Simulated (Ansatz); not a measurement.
`O[SiH](Cl)O[Si](O)(F)F` + HBr → `O[SiH](Cl)Br` + `O[Si](O)(F)F`  (ligand exchange at the Si–O bond)

Program: Ansatz. Geometries: PBE0-D4/def2-TZVP. ΔE: electronic, gas phase. CCSD(T)/CBS adds triple-zeta CCSD(T) − MP2 to the extrapolated MP2 energy (def2 sets, frozen cores). Functionals use def2-TZVPP. For Br outer-core shells are correlated without core-valence functions, which leaves a few kJ/mol of doubt a bond. Scalar relativity is left out up to krypton. One conformer a species, not always the lowest.

```tsv
level	ΔE (kJ/mol)
PBE-D4	26.2
revPBE-D4	28.1
PBE	20.8
CCSD/def2-SVP	49.0
HF/def2-TZVPP	46.1
MP2/def2-TZVPP	36.2
MP2/CBS(def2)	29.7
CCSD/CBS(def2)	37.7
```

(1) What does CCSD(T)/CBS give? (An estimate is asked.)

Largest T1 diagnostic among the species: 0.011.

Results:

(1) Computed: +36.4 kJ/mol. The listed levels differ from it by -10.2, -8.3, -15.6, 12.6, 9.7, -0.2, -6.7, 1.3 kJ/mol.

From PBE to PBE0 (25 % exact exchange), in def2-TZVPP and without D4, ΔE moves by +4.3 kJ/mol. In def2-TZVPP, CCSD(T) changes the Hartree–Fock value by −3.2 kJ/mol (the triples alone add −1.3 kJ/mol) and MP2 by −9.9 kJ/mol. At CCSD(T), def2-SVP lies +12.2 kJ/mol from the extrapolated value and def2-TZVPP +6.5 kJ/mol.
